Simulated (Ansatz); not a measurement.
Input for Ansatz (an electronic-structure program): U-PBE0/def2-TZVPP on SiS-, 2S+1 = 4, a spin state set in the input, which need not be the lowest. Charge -1.

Ansatz 0.2 input:
```yaml
crystal:
  periodic: [false, false, false]
  atoms:
    - {symbol: Si, position_ang: [0.00000000, 0.00000000, 0.00000000]}
    - {symbol: S, position_ang: [0.00000000, 0.00000000, 2.05200000]}
basis:
  gaussian:
    orbitals: def2-TZVPP
hamiltonian:
  xc: {name: PBE0}
total_charge: -1
magnetization: {spin_polarized: true, initial_magnetization: 3}
relax: {f_tol: 0.002, max_steps: 120}
```

**Question.** What total energy does the run end on?

**Answer.** -687.3771 hartree.

**Question.** How many basis functions does it have, and what does it roughly cost on one machine?

**Answer.** 84 functions; around 8 core-seconds (rough).
